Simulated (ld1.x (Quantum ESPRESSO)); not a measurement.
**Be (Z = 4): excitation energies, all-electron against TM**

```
Element                 : beryllium
Generator               : ld1.x (Quantum ESPRESSO) 7.5
Type                    : norm-conserving Troullier–Martins (Kleinman–Bylander form)
Functional              : PBE
Relativity              : scalar-relativistic
Frozen core             : none
Valence charge          : 4
Reference configuration : 1s2 2s1.5 2p0 (charge +0.5)
Partial waves           : 1s (bound): rc 0.40 bohr; 2p (bound, empty): rc 4.20 bohr
Local potential         : the p channel
Core correction         : none
```

Occupied shells without a wave of their own: 2s. They enter only through the test configuration that unscreens the potential.

Energies are relative to the spin-unpolarised reference configuration 1s2 2s1.5 2p0; without spin polarisation the order of configurations can differ from experiment.

| valence configuration | charge | ΔE all-electron (eV) | error AE − PS (meV) |
| --- | --- | --- | --- |
| 1s2 2s2 2p0 | 0 | -3.761 | +387 |
| 1s2 2s1 2p0 | +1 | 5.790 | -491 |
| 1s2 2s0 2p0 | +2 | 23.738 | -1526 |
| 1s2 2s0 2p1 | +1 | 9.699 | -1541 |
| 1s1 2s2 2p0 | +1 | 124.521 | -800 |
| 1s2 2s1 2p1 | 0 | -0.148 | -405 |

(1) What are ΔE and the potential's error for 1s2 2s0 2p2?

The potential misses its own reference levels by up to 0.9 eV.

## Answers

(1) ΔE = 3.490 eV all-electron; the error (AE − PS) is -1260 meV.

The 2s level has no wave, so the channel is fitted at the deeper level alone: the likely source of the large errors.
